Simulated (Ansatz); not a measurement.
`[F][SnH2][Br]` + `[NH2][In]([F])[Br]` → `[Br][SnH2][Br]` + `[NH2][In]([F])[F]` at 298.15 K and 1 bar (redistribution).

Calculated with Ansatz (gas phase, PBE0-D4/def2-TZVP geometries, no zero-point term in ΔE). CCSD(T)/CBS adds triple-zeta CCSD(T) − MP2 to the extrapolated MP2 energy (def2 sets, frozen cores). Elements past krypton have def2 core potentials. For Br, In, Sn outer-core shells are correlated without core-valence functions, which leaves a few kJ/mol of doubt a bond. Scalar relativity is left out up to krypton. Each species was taken in one conformer, which may not be the lowest.

```json
{"species": "`[F][SnH2][Br]`", "CCSD(T)/CBS energy (Eh)": "-2888.40380", "H − E (kJ/mol)": "58.7", "S (J/(mol·K))": "320.7"}
{"species": "`[NH2][In]([F])[Br]`", "CCSD(T)/CBS energy (Eh)": "-2918.92828", "H − E (kJ/mol)": "92.3", "S (J/(mol·K))": "357.9"}
{"species": "`[Br][SnH2][Br]`", "CCSD(T)/CBS energy (Eh)": "-5361.94777", "H − E (kJ/mol)": "57.0", "S (J/(mol·K))": "337.7"}
{"species": "`[NH2][In]([F])[F]`", "CCSD(T)/CBS energy (Eh)": "-445.37255", "H − E (kJ/mol)": "93.8", "S (J/(mol·K))": "336.1"}
```

H − E and S are ideal-gas, rigid-rotor, harmonic terms from PBE0-D4/def2-TZVP, for one conformer and one mirror image of each species. 1 Eh = 2625.50 kJ/mol, R = 8.31446 J/(mol·K).

Q: By hand: ΔE, ΔH, ΔS and ΔG.

A: ΔE = (-5361.94777) + (-445.37255) − (-2888.40380) − (-2918.92828) = 0.01176 Eh = 30.9 kJ/mol. Δ(H − E) = 57.0 + 93.8 − 58.7 − 92.3 = -0.2, so ΔH = 30.7 kJ/mol. ΔS = 337.7 + 336.1 − 320.7 − 357.9 = -4.8 J/(mol·K). ΔG = 30.7 − 298.15 × (-4.8)/1000 = 32.1 kJ/mol.

Q: By hand: the equilibrium constant, and the temperature at which ΔG would vanish if ΔH and ΔS stayed fixed.

A: log₁₀ K = −ΔG/(RT ln 10) = -5.6. ΔH and −TΔS have one sign here, so there is no such temperature. One of them is within its doubt of zero, so this could turn.

The number of gas molecules stays the same, so ΔS is small and ΔH decides. A doubt of 5 kJ/mol in ΔE shifts log₁₀ K by 0.9 here. Other conformers and mirror images would add mixing entropy, several J/(mol·K) or more a flexible species. These are equilibria of isolated gas molecules and say nothing of rates. Largest T1 diagnostic: 0.016 (customary marks: 0.02 for closed shells, 0.045 for open ones).
